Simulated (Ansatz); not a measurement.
Compare A (`C[Si]1(Br)CO1`) with its isomer B (`[SiH3]O/C=C\Br`).

Gas-phase electronic energies from Ansatz, PBE0-D4/def2-TZVP geometries. CBS: MP2 limit from def2 TZ/QZ plus the TZ coupled-cluster correction, frozen cores. Functionals use def2-TZVPP. B3LYP here is the variant with VWN-RPA as its local correlation; programs differ in this. For Br outer-core shells are correlated without core-valence functions, which leaves a few kJ/mol of doubt a bond. Scalar relativity is left out up to krypton. One conformer a species, not always the lowest.

A:

```xyz
10

C    -0.869    0.627    1.181
Si    0.306    0.335   -0.210
Br    1.757    1.990   -0.358
C     0.667   -1.232   -1.013
O    -0.273   -0.251   -1.635
H    -0.331    0.737    2.124
H    -1.437    1.542    1.003
H    -1.562   -0.213    1.256
H     0.174   -2.164   -0.744
H     1.569   -1.372   -1.604
```

B:

```xyz
10

Si   -0.178   -0.570    1.730
O     0.271   -0.501    0.135
C    -0.230    0.341   -0.783
C     0.352    0.599   -1.945
Br    1.984   -0.154   -2.462
H     0.465    0.525    2.497
H    -1.655   -0.431    1.826
H     0.271   -1.889    2.220
H    -1.183    0.816   -0.553
H    -0.099    1.265   -2.665
```

Q: Which is lower in electronic energy at CCSD(T)/CBS, and by how much? (Estimate.)

A: The calculation gave: A, by 149.1 kJ/mol.

Q: Give E(B) − E(A) in kJ/mol with ωB97M-V, B3LYP-D4, B3LYP, r2SCAN-D4, PBE0-D4, CCSD/def2-TZVPP, CCSD(T)/def2-TZVPP. (An estimate is asked.)

A: Ansatz gave: ωB97M-V 153.1, B3LYP-D4 133.2, B3LYP 131.2, r2SCAN-D4 158.4, PBE0-D4 157.5, CCSD/def2-TZVPP 138.9, CCSD(T)/def2-TZVPP 140.5. None reverses the order clearly.

Largest T1 diagnostic: 0.011.

In def2-TZVPP, CCSD(T) changes the Hartree–Fock value by +28.2 kJ/mol (the triples alone add +1.6 kJ/mol) and MP2 by +41.2 kJ/mol. From PBE to PBE0 (25 % exact exchange), in def2-TZVPP and without D4, E(B) − E(A) moves by +3.5 kJ/mol.
